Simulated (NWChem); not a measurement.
CH₃FO₂Si; SMILES F[SiH2]OC=O

```xyz
8

O      0.5897     2.0471     0.0000
C     -0.5398     1.6384     0.0000
O     -0.8491     0.3471     0.0000
Si     0.4707    -0.7430     0.0000
F     -0.2578    -2.1829     0.0000
H     -1.4438     2.2809     0.0000
H      1.2437    -0.6085    -1.2531
H      1.2437    -0.6085     1.2531
```
Atoms are numbered in this order, from 1.

All runs: NWChem. All runs use the structure optimised with PBE0/def2-SVP. Ions are spin-unrestricted doublets at the neutral geometry; other ion states weren't tried.

**Question.** Predict the results for M06-2X/aug-cc-pVDZ. Quantities: −ε(HOMO) (eV).

**Answer.** 
```json
{
 "−ε(HOMO) (eV)": "10.47"
}
```
